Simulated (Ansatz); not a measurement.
A search over several starts for the lowest SCF solution of Ca3 at the given spin, in a small basis.

```yaml
crystal:
  periodic: [false, false, false]
  atoms:
    - {symbol: Ca, position_ang: [-0.813881, -2.046845, -0.532037]}
    - {symbol: Ca, position_ang: [0.469107, 0.509234, 2.160585]}
    - {symbol: Ca, position_ang: [0.344775, 1.537621, -1.628547]}
basis:
  gaussian: {orbitals: def2-SVP}
magnetization: {spin_polarized: true, initial_magnetization: 0}
hamiltonian: {xc: pbe0}
output: {orbitals: {seedname: orbitals}}
```

```sh
$ ansatz run in.yaml --threads 4 --pin off --events-out ev --progress --plain --max-ram 3916MiB
```

It prints (some lines left out):

```
Functional definition: PBE0
822 factors; integrals over basis functions are off by at most 2.9e-4 eV
mean field evaluation 1: about -55290.7446 eV, gradient 3.7e0 eV
mean field evaluation 2: about -55290.6493 eV, gradient 5.2e0 eV
mean field evaluation 4: about -55290.8627 eV, gradient 1.7e-1 eV
mean field evaluation 8: about -55290.9106 eV, gradient 2.8e-2 eV
mean field evaluation 16: about -55290.9107 eV, gradient 6.8e-5 eV
mean field evaluation 32: about -55290.4981 eV, gradient 1.6e0 eV
mean field -55290.91065180 eV, -2031.9034889284 hartree, gradient 1.2e-5 eV, S^2 0.000000; 3 other end points of the search recorded, 0 dependent functions left out
reference -55290.91068363 eV, -2031.9034900981 hartree; 30, 30 occupied and 42, 42 virtual orbitals, 822 factors
Total energy: -55290.91068363 eV, -2031.9034900981 hartree
```

Hardware: 4 threads of Arm Neoverse V2 on a shared host. Wall time 3.1 s.

The structure comes from a short search, and lower isomers may exist.
